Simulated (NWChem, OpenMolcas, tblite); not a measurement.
**SnCl2F2 (SMILES [F][Sn]([F])([Cl])[Cl]): the vertical ionisation energy, rung by rung**

The species is SnCl2F2 (5 atoms), meant as a singlet with charge 0. SMILES: `[F][Sn]([F])([Cl])[Cl]`. The coordinates come from a PBE0-D4/def2-TZVP relaxation.

| atom | x (Å) | y (Å) | z (Å) |
| --- | --- | --- | --- |
| F | -0.1360 | -0.3185 | 1.8715 |
| Sn | 0.0316 | -0.0366 | 0.0136 |
| F | 1.5090 | -1.0802 | -0.5231 |
| Cl | -1.8377 | -0.7930 | -1.0300 |
| Cl | 0.4830 | 2.1547 | -0.3734 |

Each level gives the vertical ionisation energy (to the doublet cation) (eV). The values are calculated.

| level | kind | program | value (eV) | CPU time (all runs) |
| --- | --- | --- | --- | --- |
| GFN1-xTB | semi-empirical | tblite | 16.19 | under 2 s |
| HF/def2-SVP (core potential) | Hartree–Fock | OpenMolcas | 12.57 | 17 s |
| SVWN5/def2-SVP (core potential) | LDA | OpenMolcas | 11.90 | 79 s |
| revPBE/def2-SVP (core potential) | GGA | OpenMolcas | 11.69 | 1.8 min |
| TPSS/def2-SVP (core potential) | meta-GGA | OpenMolcas | 11.85 | 2.4 min |
| B3LYP/def2-SVP (core potential) | global hybrid | OpenMolcas | 12.20 | 98 s |
| BHLYP/def2-SVP (core potential) | global hybrid | OpenMolcas | 12.67 | 61 s |
| MP2/def2-SVP (core potential) | perturbation theory | NWChem | 12.66 | 3.5 min |

Spin-orbit coupling, which can split open shells on such heavy atoms by tenths of an eV, is left out. The values span 11.69 to 16.19 eV. The xTB values lack the empirical shift that such differences need. In the correlated wave-function rows the outer d shell of Sn is correlated, in sets not made for it. Times are those of the runs behind each value, whatever else they computed, on shared processors of several kinds: orders of magnitude only.
